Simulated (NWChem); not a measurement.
## Correlation energy of H₂Be

SMILES: [BeH2]
```xyz
3

Be     0.0000     0.0000     0.0000
H      0.0000     0.0000     1.3442
H      0.0000     0.0000    -1.3442
```
Charge 0, spin multiplicity 1.

Program: NWChem. Structure: optimised with PBE/def2-SVP, a minimum by its harmonic frequencies.

Basis set: 3-21G. Each correlation energy counts from its own Hartree-Fock reference.

```
method        correlation energy (mHa)  difference from CCSD(T)
------------  ------------------------  -----------------------
CR-CCSD[T]                       -39.7                      0.0
CCSD+T(CCSD)                     -39.7                      0.0
MP2                              -28.2                    +11.4
SCS-MP2                          -33.4                     +6.3
CR-CCSD(T)                       -39.7                      0.0
CCSD(T)                          -39.7                      0.0
CCSDT                            -39.8                     -0.2
CCSD                             -39.4                     +0.3
```

The values span 11.6 mHa, from CCSDT (lowest) to MP2 (highest). 

The correlated methods keep 1 core orbital frozen. The structure started from a generated list of species. Coupled-cluster values serve here as a point of comparison, not as the truth.
